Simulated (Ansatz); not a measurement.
Reaction (redistribution): `CB(O)OCF` + `B[SiH2][SiH3]` → `CB(O)[SiH2][SiH3]` + `BOCF`

Gas-phase electronic energies from Ansatz, PBE0-D4/def2-TZVP geometries. CCSD(T)/CBS adds triple-zeta CCSD(T) − MP2 to the extrapolated MP2 energy (def2 sets, frozen cores). Functionals use def2-TZVPP. One conformer a species, not always the lowest.

CCSD(T)/CBS gives -4.9 kJ/mol.

**Question.** Another level gave -6.1 kJ/mol. Which?
A. PBE0-D4/def2-TZVPP
B. PBE/def2-TZVPP
C. CCSD/def2-TZVPP
D. HF/def2-TZVPP

**Answer.** A. PBE0-D4 -6.1, HF/def2-TZVPP 6.3, CCSD/def2-TZVPP -1.6, PBE -10.9 kJ/mol.

Largest T1 diagnostic among the species: 0.014.

From PBE to PBE0 (25 % exact exchange), in def2-TZVPP and without D4, ΔE moves by +5.2 kJ/mol. In def2-TZVPP, CCSD(T) changes the Hartree–Fock value by −10.7 kJ/mol (the triples alone add −2.8 kJ/mol) and MP2 by −12.8 kJ/mol.
